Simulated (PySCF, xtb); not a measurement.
C₂H₆BNO, SMILES C=CB(N)O. Other conformers were not sampled.

Harmonic wavenumbers (cm⁻¹) from GFN2-xTB run with xtb 6.7.1 at its own minimum, in rising order: 66, 188, 346, 352, 466, 469, 498, 557, 647, 735, 841, 924, 960, 1018, 1043, 1260, 1286, 1342, 1412, 1542, 1673, 3014, 3070, 3116, 3495, 3553, 3630.

### Question
What does PBE-D3(BJ)/def2-SVP (PySCF) give at its own minimum? (The exact figures need the calculation; the answer reports its results.)

### Answer
88, 203, 366, 367, 397, 418, 489, 561, 692, 735, 847, 946, 963, 999, 1012, 1231, 1303, 1387, 1393, 1547, 1645, 3043, 3057, 3148, 3524, 3625, 3759. Paired by order, the mean absolute difference is 29 cm⁻¹ and the zero-point energies are 53.6 and 54.0 kcal/mol.
